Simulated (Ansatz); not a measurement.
Mulliken charges of CH2BFOS (`OB1SC1F`) from r2SCAN/def2-TZVPP in Ansatz (PBE0-D4/def2-TZVP geometry).

```json
{"atom": "O1", "x (Å)": "-1.123", "y (Å)": "0.224", "z (Å)": "1.441", "charge (e)": "-0.277"}
{"atom": "B2", "x (Å)": "-0.253", "y (Å)": "-0.245", "z (Å)": "0.540", "charge (e)": "0.173"}
{"atom": "S3", "x (Å)": "0.886", "y (Å)": "-1.551", "z (Å)": "0.264", "charge (e)": "-0.147"}
{"atom": "C4", "x (Å)": "0.490", "y (Å)": "-0.070", "z (Å)": "-0.791", "charge (e)": "0.134"}
{"atom": "F5", "x (Å)": "1.486", "y (Å)": "0.857", "z (Å)": "-0.905", "charge (e)": "-0.208"}
{"atom": "H6", "x (Å)": "-1.542", "y (Å)": "1.050", "z (Å)": "1.182", "charge (e)": "0.228"}
{"atom": "H7", "x (Å)": "0.117", "y (Å)": "-0.333", "z (Å)": "-1.777", "charge (e)": "0.097"}
```

Problem. By hand: the dipole of these point charges (1 e Å = 4.8032 D).

Solution. Σ q r = (-0.447, 0.143, -0.165) e Å, of length 0.497 e Å = 2.39 D.

Problem. How does the dipole of the full density compare? (An estimate is asked.)

Solution. Ansatz gave: (-0.437, 0.226, -0.125) e Å, 2.44 D; the point charges give 0.98 times that, at 11° from its direction.

Point charges leave out the atoms' own dipoles, such as those of lone pairs, and Mulliken's split depends on the basis, so the close match here is no proof of good charges.
